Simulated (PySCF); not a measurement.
All of these have the formula C4H5F3O. Method: TDDFT PBE0/def2-SVPD, vertical, gas phase, core orbitals frozen in the response (PySCF 2.14.0, density-fitted response routines). Geometries: GFN2-xTB; one conformer of each isolated species. Triplets are in the Tamm–Dancoff approximation.

A. `OC1(C(F)(F)F)CC1`
B. `CC(=O)CC(F)(F)F`
C. `F/C(OC)=C\C(F)F`

Lowest singlet levels (six at most, fewer where fewer were computed) with oscillator strengths:

1. 7.46 eV (f 0.007); 8.30 eV (f 0.015); 8.36 eV (f 0.017); 8.51 eV (f 0.007); 8.70 eV (f 0.013); 9.00 eV (f 0.006); T1 7.18 eV
2. 6.44 eV (f 0.021); 6.99 eV (f 0.532); 7.47 eV (f 0.002); 7.52 eV (f 0.000); 7.79 eV (f 0.002); 8.33 eV (f 0.000); T1 4.39 eV
3. 4.50 eV (f 0.000); 7.27 eV (f 0.028); 8.29 eV (f 0.015); 8.44 eV (f 0.004); 8.47 eV (f 0.003); 8.68 eV (f 0.010); T1 3.88 eV

Task: Match each spectrum to its molecule.

Result: 1 = A, 2 = C, 3 = B.
- A: S1 at 7.46 eV, HOMO→LUMO (95%); Löwdin shares by element: HOMO carbon 48% or more, oxygen 38% (atoms not listed hold the other 15%); LUMO oxygen 29%, hydrogen 20% or more, fluorine 10% or more, carbon 9% or more (atoms not listed hold the other 32%); HOMO -8.38 and LUMO 0.46 eV.
- B: S1 at 4.50 eV, HOMO→LUMO (99%); S1 has the pattern of n→π* at C=O; HOMO -7.95 and LUMO -1.07 eV.
- C: S1 at 6.44 eV, HOMO→LUMO+1 (96%); Löwdin shares by element: HOMO carbon 57% or more, oxygen 20%, fluorine 6% or more (atoms not listed hold the other 17%); LUMO carbon 56% or more, oxygen 12%, fluorine 8% or more (atoms not listed hold the other 25%); HOMO -7.33 and LUMO 0.10 eV; point group Cs, 2 of its 6 listed states under f = 0.0005.
